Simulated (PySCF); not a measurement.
Spin states of CdH⁺

Unrestricted PBE0; PySCF, scalar-relativistic core potentials, basis sets Cd def2-TZVP with ECP28, H def2-TZVP. Outer shells of the fragments: Cd+ 4d10 5s1; H 1s1.

Followed along the bond (rough minima from three points):

```csv
2Ms+1,unpaired,⟨S²⟩ at the start,R at minimum (Å),Te (eV)
1,none,0.00,1.66,0.00
3,σ ↑↑,2.00,none in the scan,≤ 2.60
```

Solutions found at the starting distance of 1.820 Å, counted from the lowest of them; the search is not exhaustive and high or unbound solutions are not listed, so other states can lie among these:

| 2Ms+1 | unpaired | term | E (eV) | ⟨S²⟩ | ⟨Lz²⟩ | μ (D) |
| --- | --- | --- | --- | --- | --- | --- |
| 1 | none | ¹Σ⁺ | 0.00 | 0.00 | 0.00 | -1.31 |
| 3 | σ ↑↑ | ³Σ⁺ | 2.78 | 2.00 | 0.00 | 2.03 |
| 3 | σ ↑, π ↑ | ³Π | 6.70 | 2.01 | 1.00 | 1.23 |

A term symbol is given only where ⟨S²⟩ and ⟨Lz²⟩ are close to those of a pure state; real π, δ and φ orbitals otherwise mix terms. A positive dipole points towards H; it is taken about the centre of mass and depends on that origin.

Counting both spins, an empty level lies below a filled one in some of these solutions, because spin and occupation are held.
